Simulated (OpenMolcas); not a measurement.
Sn: CASPT2 settings compared

```
Program             : OpenMolcas
Basis               : ANO-R3 [8s7p5d3f2g1h]
Scalar Hamiltonian  : X2C, finite nucleus
Active space        : 2 electrons in 3 orbitals (5p)
State averaging     : 2S+1 = 3 even, 3 roots; 2S+1 = 1 even, 6 roots kept (CI in the orbitals of an earlier block)
Spin-orbit coupling : state interaction with AMFI integrals over the reference wave functions, term energies averaged over their components
```

Methods on the same reference wave functions:
A. CASSCF
B. XMS-CASPT2, IPEA 0.4 Eh, imaginary shift 0.25 Eh (closed shells correlated: 4s 4p 4d 5s)
C. XMS-CASPT2, IPEA 0.2 Eh, sigma1 regulariser 0.2 Eh (closed shells correlated: 4d 5s)
D. XMS-CASPT2, IPEA 0.75 Eh, imaginary shift 0.4 Eh (closed shells correlated: 5s)

Energies in cm-1 above 5s2 5p2 3P0, the measured ground level; measured values from NIST Handbook of Basic Atomic Spectroscopic Data.

```json
{"Level": "5s2 5p2 3P0", "A": "0.0", "B": "0.0", "C": "0.0", "D": "0.0", "Measured": "0.0"}
{"Level": "5s2 5p2 3P1", "A": "1350", "B": "1492", "C": "1477", "D": "1471", "Measured": "1692"}
{"Level": "5s2 5p2 3P2", "A": "3051", "B": "3010", "C": "3030", "D": "3020", "Measured": "3428"}
{"Level": "5s2 5p2 1D2", "A": "10379", "B": "7760", "C": "8090", "D": "7950", "Measured": "8613"}
{"Level": "5s2 5p2 1S0", "A": "22104", "B": "16100", "C": "16540", "D": "16740", "Measured": "17162"}
```

Deviations, from unrounded energies. A percentage is the sum of absolute deviations over the sum of measured energies, with the sign that they share, or ± where signs differ.

```csv
Against measurement,Levels,A,B,C,D
mean absolute deviation (cm-1),4,1900,630,440,430
fine structure of the ground term (%),2,-14.0,-12.0,-11.9,-12.4
other terms of the ground configuration (%),2,+26.0,-7.4,-4.4,-4.2
```

C, D lie about equally close to measurement and A furthest from it. The largest miss of D in the table is 5s2 5p2 1D2, by -660 cm-1. The ranking rests on the paired levels alone, and a cruder setting can come out closer through cancelling errors.

Among B to D the level of the table that moves most is 5s2 5p2 1S0, by 640 cm-1 (lowest in B, highest in D). Moves below CASPT2's spread within the term are not significant.

The mean deviations of B to D differ by less than CASPT2's widest spread within a term (1400 cm-1), so their order carries little weight.

From A to B the spin-free energies of the other terms of 5s2 5p2 shown, above 3P, scale by factors of 0.62 to 0.68.

The lowest spin-free term lies below A's lowest term by 0.837 hartree in B, 0.544 hartree in C, 0.042 hartree in D.

CASPT2 breaks the degeneracy within a term, and the mean is taken; among the terms shown or strongly mixed into the levels shown the widest spread is 1400 cm-1 (5s2 5p2 1D, B). Terms from blocks run as CI alone lack orbitals of their own. With the s shell closed, the reference lacks s² → p² mixing. Measured partners are found by configuration, term and J. A level has none where our copy of the source lacks it or the pairing is in doubt (some pairs that miss far off the trend of their configuration count as doubtful), and it then counts in no deviation. Only configurations of the active space appear.
